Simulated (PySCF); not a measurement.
Record of a relaxation.

Hf(NCO)4, C₄HfN₄O₄ (singlet state).
Bonds: Hf1–N2, Hf1–N5, Hf1–N8, Hf1–N11, N2–C3, C3–O4, N5–C6, C6–O7, N8–C9, C9–O10, N11–C12, C12–O13.

Computed by this run: PBE0-D3(BJ)/def2-SVP geometry optimisation, gas phase, def2 core potentials past Kr in PySCF; density fitting, grid level 1; the optimiser is geomeTRIC in internal coordinates, started from a GFN2-xTB structure with every atom displaced at random (about 0.03 Å). 12 of its 31 geometries are shown. The frame can shift and turn from step to step; on so coarse a grid that alone can change the energy by a few meV, and forces under 0.02 eV/Å are noise.

Step 0: E = -19574.9403 eV, largest atomic force 8.032 eV/Å
```
atom  x, y, z in Å  |  force x, y, z in eV/Å
Hf1     0.064   -0.078    0.003   -1.856   2.002  -0.426
N2     -0.015   -0.015    2.049   -0.355  -0.167  -4.176
C3     -0.059   -0.015    3.224    1.490   0.071   5.212
O4      0.101   -0.007    4.396   -0.939  -0.028  -1.497
N5      1.942   -0.023   -0.725   -2.214  -0.069   0.855
C6      3.071    0.019   -1.081    5.171  -0.304  -1.672
O7      4.207    0.006   -1.444   -2.683   0.223   0.846
N8     -0.922    1.701   -0.716    1.501  -2.812   1.409
C9     -1.536    2.678   -1.038    0.706  -0.885  -0.261
O10    -2.082    3.601   -1.450   -1.144   1.762  -0.402
N11    -1.004   -1.694   -0.666    2.814   3.729   1.721
C12    -1.538   -2.656   -1.054   -4.699  -5.854  -2.857
O13    -2.199   -3.571   -1.475    2.208   2.332   1.250
```

Step 3: E = -19575.6117 eV, largest atomic force 0.403 eV/Å
```
atom  x, y, z in Å  |  force x, y, z in eV/Å
Hf1     0.009   -0.009   -0.016   -0.243   0.313  -0.073
N2      0.014    0.013    2.011    0.013  -0.036   0.074
C3      0.008    0.000    3.223    0.029   0.017  -0.080
O4      0.007   -0.010    4.386   -0.011  -0.003   0.021
N5      1.904   -0.036   -0.722    0.137  -0.028   0.020
C6      3.057   -0.040   -1.092    0.027  -0.013  -0.044
O7      4.163   -0.045   -1.453   -0.043   0.006   0.017
N8     -0.914    1.674   -0.699    0.036  -0.158   0.111
C9     -1.517    2.667   -1.038    0.054  -0.033  -0.026
O10    -2.093    3.623   -1.371   -0.012   0.009   0.010
N11    -1.003   -1.637   -0.669    0.009  -0.134  -0.032
C12    -1.541   -2.644   -1.074   -0.022   0.043  -0.006
O13    -2.063   -3.608   -1.464    0.025   0.018   0.007
```

Step 5: E = -19575.6151 eV, largest atomic force 0.065 eV/Å
```
atom  x, y, z in Å  |  force x, y, z in eV/Å
Hf1    -0.008    0.003   -0.012    0.039  -0.019  -0.031
N2      0.013    0.013    2.015   -0.001  -0.020   0.003
C3      0.021    0.000    3.226    0.001   0.012   0.015
O4      0.028   -0.009    4.389    0.004  -0.004   0.001
N5      1.895   -0.034   -0.711   -0.001   0.000   0.043
C6      3.046   -0.048   -1.088   -0.017  -0.002  -0.021
O7      4.150   -0.061   -1.453    0.011   0.001  -0.002
N8     -0.931    1.675   -0.684   -0.056   0.027   0.019
C9     -1.527    2.671   -1.030    0.011   0.023  -0.023
O10    -2.097    3.629   -1.364    0.001  -0.005   0.003
N11    -0.998   -1.637   -0.677    0.018  -0.017   0.011
C12    -1.526   -2.644   -1.093   -0.006   0.006  -0.012
O13    -2.035   -3.610   -1.495   -0.003  -0.005  -0.005
```

Step 8: E = -19575.6159 eV, largest atomic force 0.029 eV/Å
```
atom  x, y, z in Å  |  force x, y, z in eV/Å
Hf1    -0.025    0.003    0.010    0.010   0.018  -0.020
N2      0.010   -0.013    2.037   -0.019  -0.005   0.011
C3      0.038   -0.021    3.247    0.006   0.000   0.001
O4      0.066   -0.029    4.411   -0.001  -0.002  -0.004
N5      1.880   -0.020   -0.680    0.009   0.017   0.002
C6      3.021   -0.033   -1.085   -0.001   0.000  -0.007
O7      4.116   -0.045   -1.476   -0.001   0.001   0.002
N8     -0.967    1.676   -0.649   -0.008  -0.015   0.024
C9     -1.538    2.676   -1.022    0.021  -0.015  -0.008
O10    -2.085    3.638   -1.382   -0.002   0.005  -0.003
N11    -0.980   -1.646   -0.683   -0.009  -0.010   0.013
C12    -1.502   -2.641   -1.135   -0.004   0.002  -0.011
O13    -2.003   -3.596   -1.571    0.001   0.003   0.001
```

Step 11: E = -19575.6164 eV, largest atomic force 0.028 eV/Å
```
atom  x, y, z in Å  |  force x, y, z in eV/Å
Hf1    -0.023   -0.004    0.025    0.008  -0.007  -0.009
N2      0.004   -0.026    2.053   -0.009   0.004  -0.002
C3      0.035   -0.036    3.263    0.006  -0.003  -0.003
O4      0.066   -0.046    4.426   -0.003   0.000   0.003
N5      1.881   -0.007   -0.670   -0.002   0.002   0.005
C6      3.016   -0.009   -1.089   -0.002  -0.001  -0.001
O7      4.107   -0.012   -1.493    0.002   0.000   0.002
N8     -0.967    1.664   -0.637   -0.012   0.000   0.025
C9     -1.522    2.663   -1.037    0.006   0.006  -0.023
O10    -2.053    3.624   -1.425    0.002  -0.004   0.002
N11    -0.981   -1.649   -0.673    0.007  -0.002   0.008
C12    -1.511   -2.634   -1.137   -0.004   0.007  -0.005
O13    -2.021   -3.580   -1.583    0.001  -0.001  -0.001
```

Step 14: E = -19575.6163 eV, largest atomic force 0.026 eV/Å
```
atom  x, y, z in Å  |  force x, y, z in eV/Å
Hf1    -0.024   -0.004    0.027    0.005  -0.003  -0.011
N2      0.003   -0.027    2.056   -0.007   0.004   0.000
C3      0.036   -0.039    3.266    0.003  -0.003   0.000
O4      0.068   -0.050    4.429   -0.003   0.000   0.000
N5      1.880   -0.006   -0.667    0.000   0.001   0.004
C6      3.015   -0.007   -1.089   -0.001  -0.001  -0.001
O7      4.105   -0.008   -1.494    0.001   0.000   0.002
N8     -0.968    1.664   -0.635   -0.012   0.004   0.022
C9     -1.520    2.662   -1.042    0.010  -0.003  -0.017
O10    -2.048    3.621   -1.435    0.000   0.000  -0.001
N11    -0.981   -1.649   -0.671    0.005  -0.004   0.006
C12    -1.512   -2.632   -1.137   -0.003   0.004  -0.005
O13    -2.023   -3.577   -1.586    0.001   0.000  -0.001
```

Step 16: E = -19575.6163 eV, largest atomic force 0.026 eV/Å
```
atom  x, y, z in Å  |  force x, y, z in eV/Å
Hf1    -0.024   -0.004    0.028    0.005  -0.002  -0.011
N2      0.003   -0.027    2.056   -0.007   0.004   0.000
C3      0.036   -0.039    3.266    0.003  -0.003   0.000
O4      0.069   -0.050    4.429   -0.003   0.000   0.000
N5      1.880   -0.005   -0.667    0.001   0.001   0.004
C6      3.014   -0.007   -1.088   -0.001  -0.001  -0.001
O7      4.105   -0.008   -1.494    0.001   0.000   0.002
N8     -0.968    1.664   -0.635   -0.012   0.004   0.022
C9     -1.519    2.662   -1.042    0.009  -0.002  -0.017
O10    -2.048    3.621   -1.436    0.001   0.000  -0.001
N11    -0.981   -1.649   -0.671    0.005  -0.004   0.006
C12    -1.512   -2.632   -1.137   -0.003   0.004  -0.005
O13    -2.023   -3.576   -1.586    0.001   0.000  -0.001
```

Step 19: E = -19575.6163 eV, largest atomic force 0.025 eV/Å
```
atom  x, y, z in Å  |  force x, y, z in eV/Å
Hf1    -0.024   -0.004    0.028    0.005  -0.002  -0.011
N2      0.003   -0.027    2.056   -0.007   0.004   0.001
C3      0.036   -0.039    3.266    0.003  -0.003  -0.001
O4      0.069   -0.051    4.429   -0.003   0.000   0.000
N5      1.880   -0.005   -0.667    0.001   0.001   0.004
C6      3.014   -0.007   -1.088   -0.001  -0.001  -0.001
O7      4.105   -0.008   -1.494    0.001   0.000   0.002
N8     -0.968    1.664   -0.635   -0.012   0.004   0.022
C9     -1.519    2.662   -1.042    0.010  -0.004  -0.017
O10    -2.048    3.621   -1.437    0.000   0.001  -0.001
N11    -0.981   -1.649   -0.671    0.005  -0.004   0.006
C12    -1.512   -2.632   -1.137   -0.003   0.005  -0.005
O13    -2.023   -3.576   -1.586    0.000  -0.001  -0.001
```

Step 22: E = -19575.6163 eV, largest atomic force 0.025 eV/Å
```
atom  x, y, z in Å  |  force x, y, z in eV/Å
Hf1    -0.024   -0.004    0.028    0.005  -0.002  -0.011
N2      0.003   -0.027    2.056   -0.007   0.004   0.000
C3      0.036   -0.039    3.266    0.003  -0.003   0.000
O4      0.069   -0.051    4.430   -0.003   0.000   0.000
N5      1.880   -0.005   -0.667    0.001   0.001   0.004
C6      3.014   -0.006   -1.088    0.000  -0.001  -0.001
O7      4.105   -0.008   -1.494    0.001   0.000   0.002
N8     -0.969    1.664   -0.635   -0.011   0.004   0.022
C9     -1.519    2.662   -1.043    0.009  -0.002  -0.017
O10    -2.047    3.621   -1.437    0.001   0.000  -0.001
N11    -0.981   -1.649   -0.671    0.005  -0.004   0.006
C12    -1.512   -2.632   -1.137   -0.003   0.004  -0.005
O13    -2.023   -3.576   -1.586    0.001   0.000  -0.001
```

Step 25: E = -19575.6163 eV, largest atomic force 0.025 eV/Å
```
atom  x, y, z in Å  |  force x, y, z in eV/Å
Hf1    -0.024   -0.004    0.028    0.004  -0.002  -0.011
N2      0.003   -0.028    2.056   -0.007   0.004   0.000
C3      0.036   -0.039    3.267    0.003  -0.003   0.000
O4      0.069   -0.051    4.430   -0.003   0.000   0.000
N5      1.879   -0.005   -0.666    0.001   0.001   0.004
C6      3.014   -0.006   -1.088    0.000  -0.001  -0.001
O7      4.105   -0.007   -1.494    0.001   0.000   0.002
N8     -0.969    1.664   -0.635   -0.011   0.003   0.022
C9     -1.519    2.662   -1.043    0.009  -0.002  -0.017
O10    -2.047    3.620   -1.438    0.001   0.000  -0.001
N11    -0.981   -1.649   -0.671    0.005  -0.004   0.006
C12    -1.512   -2.632   -1.137   -0.003   0.004  -0.005
O13    -2.023   -3.576   -1.586    0.001   0.000  -0.001
```

Step 27: E = -19575.6163 eV, largest atomic force 0.025 eV/Å
```
atom  x, y, z in Å  |  force x, y, z in eV/Å
Hf1    -0.024   -0.004    0.028    0.004  -0.002  -0.011
N2      0.003   -0.028    2.057   -0.007   0.004   0.000
C3      0.036   -0.040    3.267    0.003  -0.003   0.000
O4      0.069   -0.051    4.430   -0.003   0.000   0.000
N5      1.879   -0.005   -0.666    0.001   0.001   0.004
C6      3.014   -0.006   -1.088    0.000  -0.001  -0.001
O7      4.105   -0.007   -1.494    0.001   0.000   0.002
N8     -0.969    1.664   -0.635   -0.011   0.003   0.022
C9     -1.519    2.661   -1.043    0.009  -0.002  -0.017
O10    -2.047    3.620   -1.439    0.001   0.000  -0.001
N11    -0.981   -1.649   -0.670    0.005  -0.004   0.006
C12    -1.512   -2.632   -1.137   -0.003   0.004  -0.005
O13    -2.023   -3.576   -1.587    0.001   0.000  -0.001
```

Step 30: E = -19575.6163 eV, largest atomic force 0.025 eV/Å
```
atom  x, y, z in Å  |  force x, y, z in eV/Å
Hf1    -0.024   -0.004    0.029    0.004  -0.002  -0.011
N2      0.003   -0.028    2.057   -0.007   0.004   0.000
C3      0.036   -0.040    3.267    0.003  -0.003   0.000
O4      0.069   -0.052    4.430   -0.003   0.000   0.000
N5      1.879   -0.005   -0.666    0.001   0.001   0.004
C6      3.014   -0.006   -1.088    0.000  -0.001  -0.001
O7      4.104   -0.007   -1.494    0.001   0.000   0.002
N8     -0.969    1.664   -0.634   -0.011   0.003   0.022
C9     -1.519    2.661   -1.044    0.009  -0.002  -0.017
O10    -2.047    3.620   -1.439    0.001   0.000  -0.001
N11    -0.981   -1.649   -0.670    0.005  -0.004   0.006
C12    -1.512   -2.632   -1.137   -0.003   0.004  -0.005
O13    -2.023   -3.575   -1.587    0.001   0.000  -0.001
```

Question: Summarise the path.

Answer: The energy falls by 65.22 kJ/mol from step 0 to step 30; nine tenths of that is first reached at step 2. It never rises by more than 0.2 meV. The largest force goes from 8.032 to 0.025 eV/Å. Among the bonds Hf1–N8 changes most, from 2.157 to 2.028 Å; the atoms move by 0.090 Å rms after alignment.

The cost below is that of the whole optimisation. On AMD EPYC 7R13, one thread, no GPU, shared host with 192 logical CPUs at a one-minute load of 29, this took 9.8 min of wall time and 0.96 GiB of memory at its peak.
